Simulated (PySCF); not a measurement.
# Potential energy of PmP along the bond

Set-up: PySCF, spin-free X2C with a Gaussian nucleus, basis sets Pm x2c-SVPall, P x2c-SVPall. Energies in eV from Pm (4f5 6s2) + P in their ground configurations at the same level. State: Ms = 2 determinant of mixed spin, about 4.4 electrons in the 4f shell (Mulliken), real f orbitals that mix terms.

All columns are PBE0. A positive dipole means Pm(−)P(+).

| R (Å) | E (eV) | μ (D) | Mulliken charge on Pm (basis-dependent) | HOMO (eV) | LUMO (eV) | Mayer bond order | ⟨S²⟩ |
| --- | --- | --- | --- | --- | --- | --- | --- |
| 2.030 | -0.566 | -5.38 | 0.13 | -3.94 | -1.94 | 3.21 | 6.09 |
| 2.125 | -1.271 | -5.99 | 0.18 | -4.11 | -2.05 | 3.15 | 6.12 |
| 2.219 | -1.650 | -6.43 | 0.22 | -4.24 | -2.15 | 3.10 | 6.18 |
| 2.290 | -1.778 | -6.66 | 0.23 | -4.32 | -2.21 | 3.04 | 6.26 |
| 2.361 | -1.808 | -6.78 | 0.25 | -4.37 | -2.26 | 2.97 | 6.37 |
| 2.432 | -1.766 | -6.82 | 0.26 | -4.42 | -2.29 | 2.87 | 6.49 |
| 2.526 | -1.632 | -6.80 | 0.28 | -4.48 | -2.33 | 2.73 | 6.68 |
| 2.644 | -1.389 | -6.72 | 0.29 | -4.39 | -2.34 | 2.52 | 6.92 |
| 2.786 | -1.044 | -6.61 | 0.31 | -4.21 | -2.32 | 2.26 | 7.19 |
| 2.975 | -0.569 | -6.42 | 0.31 | -3.99 | -2.27 | 1.92 | 7.50 |

A fit through these points gives, at Re = 2.351 Å, μ = -6.77 D and dμ/dR = -1.23 D/Å; the reduced mass is 25.52 u.

Question: How strong is the fundamental in the double-harmonic approximation, I = 42.26·(dμ/dR)²/μred km/mol?

Answer: I = 42.26·(-1.23)²/25.52 = 2.51 km/mol at PBE0.

⟨S²⟩ of the unrestricted solution departs from its pure value on part of the curve, where spin states mix. These are scalar-relativistic numbers at best; spin–orbit coupling would shift them, the dissociation energy most. The state is the lowest single determinant that the PBE0 search found; with open d or f shells the true ground state can be another one.
